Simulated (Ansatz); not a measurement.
```yaml
crystal:
  periodic: [false, false, false]
  atoms:
    - {symbol: C, position_ang: [-0.142438, 1.142188, -0.054609]}
    - {symbol: In, position_ang: [0.111899, -0.969539, 0.051927]}
    - {symbol: Br, position_ang: [1.950649, -2.064622, 1.275482]}
    - {symbol: Br, position_ang: [-1.387566, -2.591290, -1.042422]}
    - {symbol: H, position_ang: [-1.175792, 1.368759, -0.310854]}
    - {symbol: H, position_ang: [0.120778, 1.582397, 0.905998]}
    - {symbol: H, position_ang: [0.522471, 1.532107, -0.825512]}
basis:
  gaussian: {orbitals: def2-TZVPPP, final_grid: {core_spheres: 5, valence_spheres: 4, degree: 11}}
total_charge: 1
magnetization: {spin_polarized: true, initial_magnetization: 1}
hamiltonian: {xc: {name: PBE}, dispersion: d3bjatm}
scf: {lower_state_search: light}
output: {forces: true}
```

```sh
$ ansatz run in.yaml --threads 4 --pin off --events-out ev --progress --plain --max-ram 10444MiB
```

It prints (some lines left out):

```
Error: <dir> can't be read: No such file or directory (os error 2)
```
